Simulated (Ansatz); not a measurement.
Program: Ansatz. Geometries: PBE0-D4/def2-TZVP. ΔE: electronic, gas phase. CCSD(T)/CBS is the MP2 limit (def2-TZVPP, def2-QZVPP) plus CCSD(T) − MP2 in def2-TZVPP, frozen cores. This one scheme is used for every species. DFT in def2-TZVPP. B3LYP here is the variant with VWN-RPA as its local correlation; programs differ in this. HSE06 is defined as in plane-wave codes. Open shells (•) are unrestricted, without spin–orbit coupling. Elements past krypton have def2 core potentials. For I outer-core shells are correlated without core-valence functions, which leaves a few kJ/mol of doubt a bond.

`C[SiH](F)I` + `[SiH3]`• → `C[Si](F)I`• + SiH₄  (hydrogen abstraction from the Si–H bond)

| level | ΔE (kJ/mol) | difference from CCSD(T)/CBS |
| --- | --- | --- |
| LDA (SPW92) | -6.8 | -10.3 |
| PBE-D4 | -7.2 | -10.7 |
| BLYP-D4 | -10.8 | -14.3 |
| r2SCAN-D4 | -1.1 | -4.6 |
| B97M-V | -0.5 | -4.0 |
| PBE0-D4 | -1.1 | -4.6 |
| B3LYP-D4 | -5.3 | -8.8 |
| r2SCANh-D4 | 0.1 | -3.4 |
| r2SCAN0-D4 | 1.7 | -1.8 |
| HSE06-D4 | -1.3 | -4.8 |
| ωB97X-V | 0.1 | -3.4 |
| ωB97M-V | 1.4 | -2.1 |
| PBE-QIDH | 4.0 | 0.5 |
| PBE | -7.3 | -10.8 |
| revPBE | -7.5 | -11.0 |
| BLYP | -11.1 | -14.6 |
| r2SCAN | -1.2 | -4.7 |
| PBE0 | -1.3 | -4.8 |
| B3LYP | -5.5 | -9.0 |
| r2SCANh | 0.0 | -3.5 |
| r2SCAN0 | 1.5 | -2.0 |
| HSE06 | -1.5 | -5.0 |
| BHLYP | 0.5 | -3.0 |
| CAM-B3LYP | -1.5 | -5.0 |
| LC-ωPBE | 3.2 | -0.3 |
| RPA@PBE/def2-TZVPP | 2.5 | -1.0 |
| HF/def2-SVP | 9.5 | 6.0 |
| MP2/def2-SVP | 7.1 | 3.6 |
| CCSD/def2-SVP | 6.5 | 3.0 |
| CCSD(T)/def2-SVP | 5.3 | 1.8 |
| HF/def2-TZVPP | 7.2 | 3.7 |
| MP2/def2-TZVPP | 6.2 | 2.7 |
| SCS-MP2/def2-TZVPP | 5.0 | 1.5 |
| CCSD(T)/def2-TZVPP | 4.8 | 1.3 |
| HF/def2-QZVPP | 6.6 | 3.1 |
| MP2/def2-QZVPP | 5.2 | 1.7 |
| SCS-MP2/def2-QZVPP | 4.3 | 0.8 |
| HF/CBS(def2) | 6.6 | 3.1 |
| MP2/CBS(def2) | 4.9 | 1.4 |
| CCSD/CBS(def2) | 4.9 | 1.4 |
| CCSD(T)/CBS | 3.5 | 0 |

Largest T1 diagnostic among the species: 0.015.

From BLYP to BHLYP (50 % exact exchange), in def2-TZVPP and without D4, ΔE moves by +11.5 kJ/mol. Leaving LDA and LC-ωPBE aside and taking each functional with its dispersion term where it has one, the values spread over 14.7 kJ/mol, from BLYP-D4 to PBE-QIDH.

CCSD(T)/CBS has its own doubt, a few kJ/mol and more with outer-core shells, so smaller differences from it don't rank the levels.
